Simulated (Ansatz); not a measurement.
Basis sets compared for the cluster As3⁺. The state is a singlet with charge 1. Geometry r2SCAN-D4/def2-TZVP. Ansatz on 4 threads of AMD EPYC 7R43 on a shared host; times are rough, and most runs start from earlier orbitals.

```xyz
3

As   -0.209    1.322   -0.145
As   -0.003   -0.551    1.228
As    0.212   -0.771   -1.083
```

The 6-31G sets use Cartesian d functions. B3LYP takes the VWN-RPA correlation. The structure comes from a short search, and lower isomers may exist.

| level | functions | energy (Eh) | HOMO (eV) | LUMO (eV) | wall time |
| --- | --- | --- | --- | --- | --- |
| PBE-D4/def2-SVP | 96 | -6705.5716 | -12.40 | -9.88 | 0.6 s |
| B3LYP-D4/6-31G | 87 | -6706.4039 | -13.29 | -9.48 | 1 s |
| PBE0-D4/def2-SVP | 96 | -6705.7484 | -13.42 | -9.11 | 0.9 s |

(1) Estimate the rows for PBE-D4/def2-TZVP, B3LYP-D4/def2-TZVP, PBE0-D4/def2-TZVP (with forces).

## Answers

(1) 
```csv
level,functions,energy (Eh),HOMO (eV),LUMO (eV),wall time
PBE-D4/def2-TZVP,144,-6706.4014,-12.33,-9.83,0.85 s
B3LYP-D4/def2-TZVP,144,-6707.5176,-13.08,-9.21,1.6 s
PBE0-D4/def2-TZVP (with forces),144,-6706.5791,-13.33,-9.04,2.1 s
```
